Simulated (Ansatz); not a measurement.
Gas-phase reaction in SMILES: O[Si]([SiH3])([SiH3])[SiH3] + H+ → [OH2+][Si]([SiH3])([SiH3])[SiH3]
Geometries: B3LYP-D3(BJ)/def2-TZVP minima from Ansatz (an electronic-structure program), one conformer each, not searched for the lowest. Frequencies are from Ansatz.

Wanted: proton affinity (enthalpy at 298 K, with B3LYP-D3(BJ) rigid-rotor harmonic-oscillator terms), positive where the reaction releases energy, in kcal/mol. Cores are frozen in the correlated levels unless marked. Spin-orbit coupling is left out. No relativistic terms. CBS(X,Y): correlation extrapolated as X^-3; Hartree-Fock from the larger set.

CCSD(T)/CBS(cc-pV(T+d)Z,cc-pV(Q+d)Z) (Ansatz) gives 189.1 kcal/mol.

Task: Another calculation gave 190.0 kcal/mol. Which level was it?
A) B97M-V/def2-TZVPD (Ansatz)
B) wB97X-V/def2-TZVPD (Ansatz)
C) SVWN5/def2-TZVPD (Ansatz)

Result: B, wB97X-V/def2-TZVPD (Ansatz). The others give 187.1 (B97M-V), 182.8 (SVWN5) kcal/mol.
